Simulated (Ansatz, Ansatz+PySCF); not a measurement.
| atom | x (Å) | y (Å) | z (Å) |
| --- | --- | --- | --- |
| Cu | 0.0000 | 0.0000 | -1.2054 |
| Cu | 0.0000 | 0.0000 | 1.2054 |

Basis set: def2-SVP (spherical functions). Left uncorrelated: 10 orbitals. Charge 0, multiplicity 1.

Computed with Ansatz (development build ahead of 0.2.0); each method stands on the lowest determinant of its kind that the runs found. Restricted open shells among the atoms or ions are ROHF, correlated in semicanonical orbitals with singles.

The atomization energy at this shape (free ground-state atoms in the same class of orbitals less the molecule, no zero-point energy) of singlet Cu2:

```
  method  atomization energy
 RHF-MP2             1.77 eV
RHF-CCSD             1.74 eV
     UHF             0.59 eV
```

Q: What does RHF-CCSD(T) give?

A: 1.87 eV.
